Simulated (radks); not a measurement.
Species: the zinc ion Zn2+. Configuration: [Ar] 3d10. Method: Dirac Kohn-Sham, relativistic LDA (MacDonald-Vosko exchange, VWN5 correlation), spin-unpolarised, spherical densities, finite nucleus; Fermi nuclear charge, rms radius 3.9283 fm; computed with a radial shooting solver on a logarithmic mesh with Libxc functionals.

Unscreened Slater integrals over Kohn-Sham orbitals (eV). Large and small components are both included.

F0(3d5/2,3d5/2): 28.855
F2(3d5/2,3d5/2): 13.092
F4(3d5/2,3d5/2): 8.0951
F0(3d5/2,3d3/2): 28.961
F2(3d5/2,3d3/2): 13.142
G2(3d5/2,3d3/2): 13.127
G4(3d5/2,3d3/2): 8.1176
F0(3d5/2,3p3/2): 31.234
F2(3d5/2,3p3/2): 14.539
G1(3d5/2,3p3/2): 17.948
G3(3d5/2,3p3/2): 10.842
F0(3d5/2,3p1/2): 31.454
G3(3d5/2,3p1/2): 10.910
F0(3d3/2,3d3/2): 29.067
F2(3d3/2,3d3/2): 13.192
F0(3d3/2,3p3/2): 31.357
F2(3d3/2,3p3/2): 14.601
G1(3d3/2,3p3/2): 18.011
G3(3d3/2,3p3/2): 10.883
F0(3d3/2,3p1/2): 31.579
G1(3d3/2,3p1/2): 18.164
F0(3p3/2,3p3/2): 34.256
F2(3p3/2,3p3/2): 17.035
F0(3p3/2,3p1/2): 34.517
G2(3p3/2,3p1/2): 17.143
F0(3p1/2,3p1/2): 34.785
